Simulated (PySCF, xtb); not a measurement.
Sn(F)(Me)(OH)2 (CH5FO2Sn), SMILES [CH3][Sn]([OH])([OH])[F]. The values are those of a single conformer.

Harmonic wavenumbers (cm⁻¹) from xtb with GFN2-xTB at its own minimum, in rising order: 56, 76, 105, 120, 144, 152, 211, 219, 353, 437, 492, 524, 751, 759, 810, 824, 1205, 1391, 1394, 3024, 3046, 3052, 3615, 3622.

**Question.** What does PBE0-D3(BJ)/def2-SVP in PySCF give at its own minimum? (The exact figures need the calculation; the answer reports its results.)

**Answer.** 65, 93, 129, 151, 167, 191, 210, 242, 549, 629, 639, 650, 778, 781, 843, 860, 1215, 1429, 1430, 3086, 3215, 3218, 3879, 3894. Paired by order, the mean absolute difference is 82 cm⁻¹ and the zero-point energies are 37.7 and 40.5 kcal/mol.
